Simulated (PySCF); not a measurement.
## Dipole moment and polarisability of `C[C@H]1CC12CCCCC2`

Species: C₉H₁₆.
Structure used (PBE0-D3(BJ)/def2-SVP), in Å, numbered top down from 1:
```xyz
25
C9H16 angstrom
C      2.8606    1.1807   -0.2406
C      1.9323    0.0239   -0.5018
C      1.4458   -0.8651    0.6110
C      0.4779    0.0306   -0.1187
C     -0.1282    1.2051    0.6232
C     -1.4117    0.7979    1.3432
C     -2.4105    0.1531    0.3877
C     -1.7887   -1.0321   -0.3435
C     -0.5084   -0.6243   -1.0660
H      2.7024    1.6209    0.7545
H      2.7264    1.9824   -0.9847
H      3.9119    0.8558   -0.2879
H      2.1360   -0.4945   -1.4465
H      1.3929   -1.9446    0.4411
H      1.7229   -0.5875    1.6331
H     -0.3533    2.0102   -0.1008
H      0.5902    1.6255    1.3427
H     -1.1589    0.0784    2.1422
H     -1.8633    1.6721    1.8399
H     -3.3161   -0.1608    0.9316
H     -2.7392    0.9043   -0.3539
H     -2.5090   -1.4684   -1.0546
H     -1.5497   -1.8247    0.3878
H     -0.0415   -1.4978   -1.5496
H     -0.7538    0.0878   -1.8758
```

Level: wB97X-D/def2-SVPD (PySCF), static field, nuclei fixed, core orbitals frozen in the response. The polarisability tensor in these axes (au):

```
x   115.30   3.06  -2.63
y     3.06  96.42   1.97
z    -2.63   1.97  93.60
```

Question: Diagonalise the tensor; give its mean and Δα, where Δα² is half the sum of the squared differences of the eigenvalues.

Answer: Principal values 91.98, 97.32 and 116.02 au; mean 101.77 au = 15.08 Å³ = 16.78 × 10⁻⁴⁰ C²·m²/J; Δα = 21.87 au (21 % of the mean).

Question: What is the dipole moment?

Answer: 0.12 D at this geometry.

Question: Directions of the eigenvectors, and the extent of the frame along each?

Answer: Largest value along (0.98, 0.14, -0.10), where the nuclei span 7.39 Å; middle along (-0.07, 0.86, 0.51), 4.57 Å; least along (0.16, -0.49, 0.86), 3.74 Å. The response follows the extents in order.

Question: Give the eigenvalues of the traceless quadrupole moment Θ = ½Σq(3rr − r²1), origin at the centre of nuclear charge.

Answer: -0.99, -0.18, 1.17 D·Å. The values depend on the origin, since the dipole doesn't vanish. The electronic extent ⟨r²⟩ about the same centre is 1339 bohr², a root-mean-square distance of 2.31 Å for the 70 electrons.

Question: Refractivity n − 1 of an ideal gas of it at 273.15 K and 1 atm, from the electronic α?

Answer: N = p/kT = 2.6868 × 10¹⁹ cm⁻³, so n − 1 = 2π × N × 15.08 × 10⁻²⁴ cm³ = 2546 × 10⁻⁶ at long wavelengths, for an ideal gas.

Question: What depolarisation ratio follows for Rayleigh scattering of linearly polarised light, taking the static tensor?

Answer: ρ = 3Δα²/(45ᾱ² + 4Δα²) = 1434.3/(466074 + 1912.4) = 0.00306.

Question: Find the Langevin capture rate constant for NO+ (29.998 u) meeting this molecule (124.125 u), k = 2.342 × 10⁻⁹ cm³/s × √(α in Å³ / reduced mass in u).

Answer: The reduced mass is 24.16 u, so k = 1.85 × 10⁻⁹ cm³/s.

One conformer (not necessarily the lowest) at the PBE0-D3(BJ)/def2-SVP geometry, without solvent, vibrations or thermal averaging.
